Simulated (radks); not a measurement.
Valence configurations of Bi+. Method: scalar-relativistic Kohn-Sham, r2SCAN, spin-unpolarised, spherical densities, finite nucleus; meta-GGA in the generalised Kohn-Sham scheme; Fermi nuclear charge, rms radius 5.5211 fm; computed with a radial shooting solver on a logarithmic mesh with Libxc functionals. Energies are relative to [Hg] 6p2; eigenvalues in eV.

valence,E (eV),e(4f),e(5d),e(6p),e(6s)
[Hg] 6p2,0.000,-162.55,-36.023,-11.500,-22.560
[Xe] 4f14 5d10 6s1.5 6p2.5,5.546,-163.48,-36.873,-11.926,-23.063
[Xe] 4f14 5d9.5 6s2 6p2.5,12.662,-165.83,-38.401,-12.258,-23.738
[Xe] 4f14 5d9 6s2 6p3,26.132,-169.11,-40.746,-12.984,-24.876
[Xe] 4f14 5d9 6s1.5 6p3.5,32.094,-170.00,-41.538,-13.368,-25.338
[Xe] 4f14 5d9 6s1 6p4,38.094,-170.87,-42.312,-13.736,-25.781
[Xe] 4f14 5d7.5 6s2 6p4.5,71.383,-178.98,-47.615,-15.025,-28.103
[Xe] 4f13.5 5d10 6s2 6p2.5,77.863,-172.72,-39.368,-12.302,-23.865
[Xe] 4f13 5d10 6s2 6p3,160.45,-183.04,-42.754,-13.081,-25.147
[Xe] 4f12 5d10 6s2 6p4,340.12,-204.10,-49.646,-14.589,-27.653

NIST lists [Hg] 6p2 as the ground configuration; this level of theory agrees among the configurations tried. The energies are those of spherical spin-averaged densities, not of single terms.
